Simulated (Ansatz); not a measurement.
Isolated molecules relaxed with PBE0-D4/def2-TZVP in Ansatz; ΔE leaves out vibrations. CCSD(T)/CBS adds triple-zeta CCSD(T) − MP2 to the extrapolated MP2 energy (def2 sets, frozen cores). This one scheme is used for every species. DFT in def2-TZVPP. For Ge outer-core shells are correlated without core-valence functions, which leaves a few kJ/mol of doubt a bond. Scalar relativity is left out up to krypton. One conformer a species, not always the lowest.

Consider the cleavage of the Ge–Ge bond: `[F][Ge]([F])([F])[GeH3]` + NH₃ → `[NH2][Ge]([F])([F])[F]` + GeH₄.

`[F][Ge]([F])([F])[GeH3]`:

Z-matrix (Å, degrees):
```
Ge
F 1 1.720
F 1 1.720 2 104.8
F 1 1.720 2 104.8 3 -110.0
Ge 1 2.419 2 113.8 3 125.0
H 5 1.529 1 107.1 2 -60.0
H 5 1.529 1 107.1 2 60.0
H 5 1.529 1 107.1 2 180.0
```

NH₃:

Cartesian coordinates in Å:
```
N -0.065 -0.271 0.045
H 0.875 -0.053 0.352
H -0.120 -0.029 -0.937
H -0.691 0.352 0.540
```

`[NH2][Ge]([F])([F])[F]`:

```xyz
7

N     1.078   -0.418   -0.222
Ge   -0.561    0.257   -0.024
F    -0.551    1.924   -0.383
F    -1.646   -0.531   -1.076
F    -1.278    0.139    1.527
H     1.151   -1.420   -0.120
H     1.807    0.049    0.298
```

GeH₄:

Cartesian coordinates in Å:
```
Ge 0.000 0.000 0.000
H -0.757 1.334 0.028
H 0.225 -0.491 1.436
H 1.355 0.196 -0.691
H -0.823 -1.039 -0.773
```

Q: Is it downhill or uphill in electronic energy at CCSD(T)/CBS, and by how much? (Best estimate.)

A: The calculation gave: Uphill: ΔE = +17.0 kJ/mol.

Q: What do these levels give: revPBE-D4, B2PLYP, PBE-QIDH, revPBE, CAM-B3LYP, LC-ωPBE, RPA@PBE/def2-TZVPP, MP2/def2-TZVPP, CCSD/def2-TZVPP, CCSD(T)/def2-TZVPP, MP2/def2-QZVPP, HF/CBS(def2)? (Estimate.)

A: The calculation gave: revPBE-D4 29.8, B2PLYP 17.0, PBE-QIDH 12.2, revPBE 33.6, CAM-B3LYP 15.8, LC-ωPBE 13.9, RPA@PBE/def2-TZVPP 9.3, MP2/def2-TZVPP 9.0, CCSD/def2-TZVPP 8.3, CCSD(T)/def2-TZVPP 9.7, MP2/def2-QZVPP 13.5, HF/CBS(def2) -3.0 kJ/mol.

Largest T1 diagnostic among the species: 0.013.

Leaving LDA and LC-ωPBE aside and taking each functional with its dispersion term where it has one, the values, not all of them listed here, spread over 21.1 kJ/mol, from PBE-QIDH to PBE-D4. LDA lies −8.1 kJ/mol from PBE without D4. At CCSD(T), def2-SVP lies −19.3 kJ/mol from the extrapolated value and def2-TZVPP −7.3 kJ/mol.
